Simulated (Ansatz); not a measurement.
`C[O][Ge]([Cl])([Cl])[Cl]` + HCl → `[Cl][Ge]([Cl])([Cl])[Cl]` + CH₃OH at 400 K and 1 bar (ligand exchange at a Ge–O bond).

Isolated molecules relaxed with PBE0-D4/def2-TZVP in Ansatz; ΔE leaves out vibrations. CCSD(T)/CBS adds triple-zeta CCSD(T) − MP2 to the extrapolated MP2 energy (def2 sets, frozen cores). This one scheme is used for every species. For Ge outer-core shells are correlated without core-valence functions, which leaves a few kJ/mol of doubt a bond. Scalar relativity is left out up to krypton. Each species was taken in one conformer, which may not be the lowest.

| species | CCSD(T)/CBS energy (Eh) | H − E (kJ/mol) | S (J/(mol·K)) |
| --- | --- | --- | --- |
| `C[O][Ge]([Cl])([Cl])[Cl]` | -3570.61978 | 161.4 | 442.9 |
| HCl | -460.38127 | 29.6 | 195.4 |
| `[Cl][Ge]([Cl])([Cl])[Cl]` | -3915.39126 | 46.4 | 377.8 |
| CH₃OH | -115.61712 | 151.2 | 252.6 |

H − E and S are ideal-gas, rigid-rotor, harmonic terms from PBE0-D4/def2-TZVP, for one conformer and one mirror image of each species. 1 Eh = 2625.50 kJ/mol, R = 8.31446 J/(mol·K).

Task: By hand: ΔE, ΔH, ΔS and ΔG.

Result: ΔE = (-3915.39126) + (-115.61712) − (-3570.61978) − (-460.38127) = -0.00733 Eh = -19.2 kJ/mol. Δ(H − E) = 46.4 + 151.2 − 161.4 − 29.6 = 6.6, so ΔH = -12.6 kJ/mol. ΔS = 377.8 + 252.6 − 442.9 − 195.4 = -7.9 J/(mol·K). ΔG = -12.6 − 400 × (-7.9)/1000 = -9.4 kJ/mol.

Task: By hand: the equilibrium constant, and the temperature at which ΔG would vanish if ΔH and ΔS stayed fixed.

Result: log₁₀ K = −ΔG/(RT ln 10) = 1.2. ΔG = 0 at ΔH/ΔS = 1595 K, though so small a ΔS makes that figure unsure.

The number of gas molecules stays the same, so ΔS is small and ΔH decides. A doubt of 5 kJ/mol in ΔE shifts log₁₀ K by 0.7 here. Other conformers and mirror images would add mixing entropy, several J/(mol·K) or more a flexible species. Modes under 60 cm⁻¹, often nearly free rotors, make the harmonic entropy too high. These are equilibria of isolated gas molecules and say nothing of rates. Largest T1 diagnostic: 0.010 (customary marks: 0.02 for closed shells, 0.045 for open ones).
